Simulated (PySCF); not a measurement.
The dipole of `CC[C@@H]1CS[Si@@H](F)S1` from its density and from atomic charges.

Coordinates (GFN2-xTB, Å) and charges (e) from the PBE0/pcSseg-1 density (PySCF):

```csv
atom,x,y,z,Mulliken,IAO,Hirshfeld,ESP-fitted
C1,2.053,0.772,-0.742,-0.2484,-0.4212,-0.1227,-0.2348
C2,0.928,-0.253,-0.712,-0.1974,-0.2517,-0.0749,+0.1702
C3,0.310,-0.400,0.674,-0.4394,-0.1686,-0.0167,-0.3125
C4,-0.741,-1.494,0.747,-0.2324,-0.3302,-0.0694,-0.3902
S5,-2.212,-1.122,-0.280,-0.2602,-0.1893,-0.0809,-0.2541
Si6,-2.234,0.967,0.151,+0.9190,+1.0229,+0.3722,+0.7668
F7,-3.474,1.402,1.072,-0.3992,-0.5257,-0.2004,-0.3049
S8,-0.431,1.180,1.258,-0.2122,-0.1941,-0.0651,-0.2396
H9,1.687,1.747,-0.430,+0.1297,+0.1485,+0.0276,+0.0617
H10,2.856,0.478,-0.070,+0.1072,+0.1359,+0.0386,+0.0648
H11,2.456,0.857,-1.747,+0.1212,+0.1464,+0.0447,+0.0659
H12,0.151,0.031,-1.426,+0.1375,+0.1380,+0.0278,-0.0116
H13,1.316,-1.230,-1.012,+0.1250,+0.1376,+0.0424,+0.0250
H14,1.093,-0.618,1.405,+0.1718,+0.1612,+0.0496,+0.2449
H15,-1.085,-1.631,1.773,+0.1781,+0.1637,+0.0424,+0.1908
H16,-0.344,-2.438,0.375,+0.1683,+0.1656,+0.0519,+0.2485
H17,-2.335,1.764,-1.046,-0.0686,-0.1390,-0.0676,-0.0910
```

Task: Form Σ q r in debye for every column and set it beside the full dipole.

Result: The full density gives (2.59, -1.22, -0.86) D, 2.99 D in size; dipole vectors point from the negative to the positive end.

```json
{"scheme": "Mulliken", "μx": "2.16", "μy": "0.27", "μz": "-2.57", "size (D)": "3.36", "share of the full size (%)": "113", "angle to the full dipole (°)": "42"}
{"scheme": "IAO", "μx": "2.90", "μy": "-0.94", "μz": "-1.97", "size (D)": "3.63", "share of the full size (%)": "122", "angle to the full dipole (°)": "17"}
{"scheme": "Hirshfeld", "μx": "1.30", "μy": "-0.79", "μz": "-0.37", "size (D)": "1.57", "share of the full size (%)": "52", "angle to the full dipole (°)": "7"}
{"scheme": "ESP-fitted", "μx": "2.64", "μy": "-1.27", "μz": "-0.84", "size (D)": "3.05", "share of the full size (%)": "102", "angle to the full dipole (°)": "1"}
```

Task: Which set comes closest?

Result: Length of the difference vector: ESP-fitted 0.08 D, IAO 1.19 D, Hirshfeld 1.44 D, Mulliken 2.30 D. Closest: ESP-fitted. ESP charges are fitted to the potential around the molecule, whose slowest-falling term is the dipole's. 

Task: What is left for the Hirshfeld atoms' own dipoles?

Result: The Hirshfeld atoms' densities add up to the full density, so μ = Σ q r + Σ (atomic dipoles). The atomic dipoles sum to (2.59, -1.22, -0.86) − (1.30, -0.79, -0.37) = (1.29, -0.43, -0.49) D, 1.44 D in size.

Task: With the origin at the mean of the coordinates, (0.000, 0.001, -0.001) Å, which are the largest single terms, by size, of the Hirshfeld dipole along the direction of the full one?

Result: Si6 -4.24, F7 +3.74, C1 -0.99, H17 +0.79, S5 +0.54 D; all 17 atoms together +1.56 D. The single terms depend on the origin, their sum doesn't.

Task: Give the size of the full dipole in other units.

Result: 2.99 D = 1.176 au = 0.622 e·Å = 9.97 × 10⁻³⁰ C·m.

One conformer (not necessarily the lowest) at the GFN2-xTB geometry, without solvent, vibrations or thermal averaging.
